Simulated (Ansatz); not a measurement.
Frontier orbitals of C2H7ClGeSe (`[CH3][Ge]([CH3])([Cl])[SeH]`).

```csv
atom,x (Å),y (Å),z (Å)
C1,-0.9747,0.7215,-1.1466
Ge2,-0.1252,-0.3606,0.2233
C3,1.2234,0.5404,1.2887
Cl4,-1.7150,-0.9521,1.5823
Se5,0.8764,-2.2818,-0.6961
H6,-0.2283,1.0520,-1.8701
H7,-1.7375,0.1358,-1.6591
H8,-1.4464,1.5893,-0.6830
H9,1.6095,-0.1383,2.0489
H10,0.7760,1.4049,1.7806
H11,2.0436,0.8716,0.6499
H12,-0.3019,-2.5829,-1.5189
```

Charge 0, multiplicity 1. Correlated methods include outer-core shells of Ge, Se, which these sets cover unevenly. Scalar relativity is left out up to krypton. All single points use the PBE0-D4/def2-TZVP geometry. It is one conformer, not always the lowest. Basis def2-TZVPP, Ansatz 0.2.0.

```json
{"functional": "PBE", "HOMO (eV)": "-5.90", "LUMO (eV)": "-1.21", "gap (eV)": "4.69"}
{"functional": "BLYP", "HOMO (eV)": "-5.73", "LUMO (eV)": "-1.13", "gap (eV)": "4.60"}
{"functional": "r2SCAN", "HOMO (eV)": "-6.19", "LUMO (eV)": "-0.97", "gap (eV)": "5.22"}
{"functional": "PBE0", "HOMO (eV)": "-7.07", "LUMO (eV)": "-0.30", "gap (eV)": "6.77"}
{"functional": "r2SCAN0", "HOMO (eV)": "-7.26", "LUMO (eV)": "-0.17", "gap (eV)": "7.09"}
{"functional": "HSE06 (plane-wave form)", "HOMO (eV)": "-6.68", "LUMO (eV)": "-0.67", "gap (eV)": "6.01"}
{"functional": "CAM-B3LYP", "HOMO (eV)": "-8.35", "LUMO (eV)": "0.72", "gap (eV)": "9.07"}
{"functional": "ωB97M-V", "HOMO (eV)": "-9.24", "LUMO (eV)": "1.61", "gap (eV)": "10.85"}
```

From PBE to PBE0 the HOMO moves by −1.17 eV and the LUMO by +0.91 eV, and with ωB97M-V by −3.34 and +2.82 eV, so the gap grows from 4.70 to 10.86 eV with exact exchange. A positive LUMO is unbound and depends on the basis.
